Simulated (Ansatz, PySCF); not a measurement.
CH₇ClOSi₂, SMILES [SiH3]CO[SiH2]Cl.

Geometry optimised at PBE0-D3(BJ)/def2-SVP. The structure was generated by enumeration, and PubChem lists no compound with its InChIKey, so it may never have been made. The values are those of a single conformer.

Vertical ionisation energy (IE) and electron affinity (EA) in eV. Rows of orbital energies are one-electron estimates. Where ΔSCF, EOM or ADC give a negative EA the extra electron is unbound and the value depends on the basis.

```json
[
 {"level": "−ε(HOMO), −ε(LUMO), CAM-B3LYP/def2-TZVP (PySCF)", "IE": "9.39", "EA": "-1.18"},
 {"level": "−ε(HOMO), −ε(LUMO), PBE/def2-TZVP (PySCF)", "IE": "6.60", "EA": "0.71"},
 {"level": "ΔSCF, CAM-B3LYP/def2-TZVPD (Ansatz), final states of multiplicity 2 and 2", "IE": "…", "EA": "…"},
 {"level": "ΔSCF, PBE/def2-TZVPD (Ansatz), final states of multiplicity 2 and 2", "IE": "9.53", "EA": "-0.73"}
]
```

**Question.** Some entries are withheld; supply them. (The exact figures need the calculation; the answer reports its results.)

**Answer.** 
- ΔSCF, CAM-B3LYP/def2-TZVPD (Ansatz, a program for electronic structure), final states of multiplicity 2 and 2, IE: 10.11
- ΔSCF, CAM-B3LYP/def2-TZVPD (Ansatz), final states of multiplicity 2 and 2, EA: -1.06

**Question.** What vertical singlet–triplet gap does ΔSCF give with CAM-B3LYP/def2-TZVPD (Ansatz) and with PBE/def2-TZVPD (Ansatz)? (An estimate is asked for; the answer gives what the named calculation found.)

**Answer.** 6.70 and 5.81 eV (triplet above singlet where positive).
